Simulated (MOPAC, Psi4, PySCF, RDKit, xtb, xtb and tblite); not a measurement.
Relaxed torsion scan: SMILES COc1ccc(C(=O)O)s1. Scanned: dihedral C1–O2–C3–S10; all other coordinates were relaxed at GFN2-xTB. Points at φ and −φ are mirror images.

Geometry of the scan point at -150° (Å):
```
16

C     -2.8240     1.0836     0.4752
O     -2.4467    -0.1822    -0.0335
C     -1.1392    -0.4890     0.0171
C     -0.1605    -0.0516     0.8718
C      1.0927    -0.6007     0.5679
C      1.0694    -1.4334    -0.5207
C      2.1919    -2.1661    -1.0755
O      3.3202    -2.1276    -0.6458
O      1.8492    -2.9108    -2.1427
S     -0.5230    -1.5418    -1.2120
H     -2.7755     1.1015     1.5679
H     -2.1872     1.8745     0.0709
H     -3.8532     1.2360     0.1567
H     -0.3354     0.6172     1.6945
H      1.9927    -0.4076     1.1226
H      2.6274    -3.3819    -2.4771
```

Methods: GFN2-xTB (xtb and tblite); MMFF94 // GFN2-xTB (RDKit); B3LYP/def2-SVP // GFN2-xTB (Psi4); B3LYP-D3(BJ)/def2-SVP // GFN2-xTB (Psi4); PBE/def2-SVP // GFN2-xTB (Psi4); PBE-D3(BJ)/def2-SVP // GFN2-xTB (Psi4); UFF // GFN2-xTB (RDKit); PM3, restricted, heats of formation // GFN2-xTB (MOPAC); PM7, restricted, heats of formation // GFN2-xTB (MOPAC); GFN1-xTB // GFN2-xTB (xtb); RKS-B3LYP/6-31G* = restricted B3LYP/6-31G*, spherical d, density fitting // GFN2-xTB run with PySCF; RHF/STO-3G = PySCF with restricted Hartree-Fock/STO-3G // GFN2-xTB; RKS-B3LYP/LANL2DZ = restricted B3LYP/LANL2DZ, with its core potentials past Ne // GFN2-xTB in PySCF; RKS-B3LYP/6-311+G** = restricted B3LYP/6-311+G**, spherical d, density fitting // GFN2-xTB run with PySCF.

Least-squares fit of E(φ) = a0 + Σ (a_n cos nφ + b_n sin nφ), n = 1 to 4, to the 24 scan points, in kcal/mol above the lowest point of each profile (levels whose profile four harmonics don't fit are not listed):

```
method                   a0     a1    b1     a2    b2    a3    b3     a4    b4  rms of fit
---------------------  ----  -----  ----  -----  ----  ----  ----  -----  ----  ----------
GFN2-xTB               2.92  -1.04  0.00  -1.99  0.00  0.16  0.00  -0.05  0.00        0.02
MMFF94                 2.26   0.88  0.00  -1.27  0.00  0.10  0.00   0.00  0.00        0.05
B3LYP/def2-SVP         1.80   0.00  0.00  -1.43  0.00  0.20  0.00  -0.19  0.00        0.03
B3LYP-D3(BJ)/def2-SVP  1.72  -0.13  0.00  -1.49  0.00  0.19  0.00  -0.19  0.00        0.03
PBE/def2-SVP           1.95  -0.30  0.00  -1.72  0.00  0.19  0.00  -0.16  0.00        0.02
PBE-D3(BJ)/def2-SVP    2.03  -0.35  0.00  -1.75  0.00  0.18  0.00  -0.16  0.00        0.03
UFF                    3.36  -0.85  0.00  -2.93  0.00  0.09  0.00   0.27  0.00        0.08
PM3                    2.03   1.43  0.00  -0.34  0.00  0.16  0.00  -0.05  0.00        0.06
PM7                    2.84   1.45  0.00  -1.11  0.00  0.23  0.00  -0.01  0.00        0.04
GFN1-xTB               2.59  -0.98  0.00  -1.61  0.00  0.08  0.00  -0.06  0.00        0.02
RKS-B3LYP/6-31G*       1.74   0.13  0.00  -1.24  0.00  0.21  0.00  -0.16  0.00        0.03
RHF/STO-3G             2.40   0.85  0.00  -0.84  0.00  0.49  0.00  -0.23  0.00        0.03
RKS-B3LYP/LANL2DZ      2.01   0.36  0.00  -1.21  0.00  0.32  0.00  -0.11  0.00        0.02
RKS-B3LYP/6-311+G**    1.64   0.10  0.00  -1.17  0.00  0.23  0.00  -0.12  0.00        0.03
```
